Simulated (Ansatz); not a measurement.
Cost and result for the atomization energy of C$_{2}$H$_{6}$ClSi (`C[Si](C)Cl`) radical (10 atoms, 9 bonds).

```xyz
10

C    -0.475    1.036    1.085
Si   -0.667    0.128   -0.538
C     0.481   -1.343   -0.665
Cl   -0.198    1.444   -2.071
H    -1.134    1.904    1.129
H    -0.717    0.373    1.920
H     0.558    1.380    1.202
H     0.261   -2.063    0.128
H     1.520   -1.017   -0.562
H     0.371   -1.844   -1.628
```

The species carries charge 0 and has multiplicity 2. The geometry is a stationary point of PBE0-D4/def2-TZVP. Program: Ansatz. All runs use 4 threads of a server CPU on a shared host. Times are those of one run each, without the atoms' runs, and a repeat can differ threefold. Electronic energies, without spin–orbit coupling; frozen cores. CCSD(T)/CBS adds CCSD(T) − MP2 in def2-TZVPP to the MP2 limit, and its time is that of the two runs behind it. T1 = 0.011; ⟨S²⟩ of the reference is 0.75. HSE06 is the plane-wave form, built on full-range PBE exchange.

CCSD(T)/CBS is a level of theory with its own doubt, some kJ/mol a heavy atom from the limit and from the frozen cores, so smaller differences don't rank the functionals.

```tsv
level	functions	atomization (kcal/mol)	difference from CCSD(T)/CBS	per bond
ωB97X-V/def2-TZVPP	230	857.1	2.9	0.3
ωB97M-V/def2-TZVPP (with forces)	230	856.9	2.7	0.3
CCSD(T)/CBS(def2)	–	854.2	0.0	0.0
B97M-V/def2-TZVPP	230	860.4	6.2	0.7
CCSD(T)/def2-TZVPP	230	833.8	-20.4	-2.3
PBE0-D4/def2-TZVPP	230	859.9	5.7	0.6
CCSD(T)/def2-SVP	94	806.6	-47.6	-5.3
PBE-D4/def2-TZVPP (with forces)	230	867.0	12.8	1.4
PBE-QIDH/def2-TZVPP	230	854.3	0.1	0.0
HSE06-D4/def2-TZVPP	230	860.4	6.2	0.7
MP2/def2-QZVPP	434	855.0	0.8	0.1
B2PLYP/def2-TZVPP	230	845.0	-9.2	-1.0
r2SCANh-D4/def2-TZVPP	230	858.9	4.7	0.5
```

Order the runs by time, with rough figures. (Best estimate.)

The calculation gave: PBE-D4/def2-TZVPP (with forces) 2.6 s; PBE0-D4/def2-TZVPP 3.8 s; HSE06-D4/def2-TZVPP 4 s; B2PLYP/def2-TZVPP 4.6 s; PBE-QIDH/def2-TZVPP 4.6 s; r2SCANh-D4/def2-TZVPP 5.5 s; CCSD(T)/def2-SVP 5.5 s; B97M-V/def2-TZVPP 7.5 s; ωB97X-V/def2-TZVPP 8 s; ωB97M-V/def2-TZVPP (with forces) 10 s; MP2/def2-QZVPP 16 s; CCSD(T)/def2-TZVPP 5.2 min; CCSD(T)/CBS(def2) 5.5 min.

The D4 term adds +8.3 kcal/mol with B3LYP and +4.4 kcal/mol with PBE0; it sums over pairs of atoms, weighted by their polarisabilities, and B3LYP, whose exchange is more repulsive, gets the larger term. From PBE to PBE0 (25 % exact exchange), in def2-TZVPP and without D4, the atomization energy moves by −6.3 kcal/mol: exact exchange takes away binding that semilocal exchange gives to molecules. In def2-TZVPP, CCSD(T) changes the Hartree–Fock value by +178.7 kcal/mol (the triples alone add +9.9 kcal/mol) and MP2 by +187.8 kcal/mol; breaking electron pairs costs correlation energy, which Hartree–Fock lacks.

B3LYP here is the variant with VWN-RPA as its local correlation; programs differ in this.
